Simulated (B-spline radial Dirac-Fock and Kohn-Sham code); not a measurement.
**Core and valence levels of Hf²⁺**

System: hafnium as Hf²⁺ in the configuration [Xe] 4f14 5d2; nuclear rms radius 5.347 fm (A = 180).

Input file task.json (cfg lists n, l and occupation; rrms is the nuclear radius in fm):

```json
{"items": [{
  "Z": 72,
  "q": 2,
  "cfg": [[1, 0, 2], [2, 0, 2], [2, 1, 6], [3, 0, 2], [3, 1, 6], [3, 2, 10], [4, 0, 2], [4, 1, 6], [4, 2, 10], [4, 3, 14], [5, 0, 2], [5, 1, 6], [5, 2, 2]],
  "A": 180,
  "rrms": 5.347,
  "do": ["binding"]
}]}
```

Run with: `python xray_run.py task.json out`

Method: Dirac-Fock ΔSCF + Breit + QED. Computed with an atomic code on a B-spline grid. Electron correlation is not included. Energies are counted from the vacuum level.

All terms are in eV, carry their sign (relaxation lowers the binding energy) and add up to the binding energy; ⟨r⟩ is the mean radius of the orbital in the initial state.

```
subshell  −ε (Koopmans)  relaxation    Breit      QED  binding energy  ⟨r⟩ (bohr)
      1s        65769.0      -87.16  -209.21  -109.40         65363.3       0.019
      2s        11392.4      -52.41   -23.06   -15.76         11301.1       0.080
   2p1/2        10856.6      -56.76   -38.21     0.14         10761.7       0.066
   2p3/2         9662.1      -53.92   -23.40    -1.46          9583.3       0.074
      3s         2666.3      -30.05    -4.11    -3.62          2628.5       0.208
   3p1/2         2429.6      -31.00    -7.08    -0.06          2391.4       0.198
   3p3/2         2169.4      -29.50    -3.99    -0.37          2135.6       0.212
   3d3/2         1774.3      -32.07    -3.01     0.27          1739.5       0.186
   3d5/2         1718.1      -31.52    -1.88     0.12          1684.8       0.191
      4s          579.5      -12.55    -0.83    -0.86           565.2       0.469
   4p1/2          481.4      -12.30    -1.43     0.00           467.7       0.476
   4p3/2          421.3      -11.20    -0.71    -0.08           409.3       0.507
   4d3/2          259.8      -10.66    -0.38     0.06           248.8       0.530
   4d5/2          248.6      -10.28    -0.15     0.03           238.2       0.541
   4f5/2          47.02       -8.40     0.09     0.03           38.75       0.655
   4f7/2          45.07       -8.17     0.17     0.03           37.10       0.666
      5s          95.00       -2.31    -0.11    -0.14           92.44       1.156
   5p1/2          64.41       -1.94    -0.16     0.00           62.31       1.279
   5p3/2          56.18       -1.61    -0.06    -0.01           54.49       1.380
      5d          21.15       -0.46     0.01     0.00           20.70       2.138
```

For the deepest level, K (1s), the Breit terms make up -0.320 % of the binding energy, QED -0.167 % and orbital relaxation -0.133 %.

Going to the tabulated ground configuration of the next ion removes an electron from O4,5 (5d), computed at 20.70 eV. NIST lists 22.55 ± 0.04 eV as the ionisation energy of this species (theoretical), +1.85 eV from the computed value. Where a p, d or f shell is open in either ion the computed value averages over both j values and all terms, while the table refers to the lowest levels; that difference holds spin-orbit splitting (largest in heavy or highly charged ions), term energies where several electrons share open shells, and correlation, and it can reach 10 % or more.
